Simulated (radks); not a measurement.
Results of a calculation; reference values are marked as such.
K III, configuration [Ne] 3s2 3p4 3d1 (not the ground configuration). Code: a radial shooting solver on a logarithmic mesh with Libxc functionals. Model: Dirac Kohn-Sham, LDA (Slater exchange, Perdew-Wang correlation), spin-unpolarised, spherical densities, finite nucleus; open shells fill j = l - 1/2 first; Fermi nuclear charge, rms radius 3.4349 fm. Some entries of the table are withheld. Estimate them.

orbital,occ.,eigenvalue (hartree),<r^2> (bohr^2)
1s1/2,2,-130.0852,0.008875
2s1/2,2,-13.91829,0.1789
2p1/2,2,(1),0.1509
2p3/2,4,(2),0.1529
3s1/2,2,(3),(4)
3p1/2,2,(5),(6)
3p3/2,2,(7),(8)
3d3/2,1,-0.62175,3.931
3d5/2,0,-0.62105,3.940

Answer. 
(1) 2p1/2 eigenvalue (hartree): -11.34423
(2) 2p3/2 eigenvalue (hartree): -11.23770
(3) 3s1/2 eigenvalue (hartree): -2.13218
(4) 3s1/2 <r^2> (bohr^2): 1.732
(5) 3p1/2 eigenvalue (hartree): -1.51382
(6) 3p1/2 <r^2> (bohr^2): 2.088
(7) 3p3/2 eigenvalue (hartree): -1.50238
(8) 3p3/2 <r^2> (bohr^2): 2.110
